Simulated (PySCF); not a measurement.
HISeTe, SMILES I[Te][SeH]. Heavy atoms are numbered as in [Te:1]([I:2])[SeH:3]. Hydrogens are named by the atom that carries them.

Coordinates come from a B3LYP-D3(BJ)/def2-SVP optimisation. The def2 effective core potentials stand for the cores of I, Te; spin–orbit coupling is left out. The values are those of a single conformer.

The numbers are results of ωB97X/def2-TZVPD in PySCF, not measurements.

Mulliken values depend strongly on the basis, most of all with diffuse functions as here. ESP charges are fitted to the potential on shells at 1.4 to 2.0 van der Waals radii. Atomic charges (e), one atom of each kind:

| atom | ESP fit | Mulliken |
|---|---|---|
| Te1 | 0.09 | 0.19 |
| I2 | -0.10 | -0.13 |
| Se3 (SeH) | -0.10 | -0.21 |
| H on Se3 | 0.11 | 0.15 |
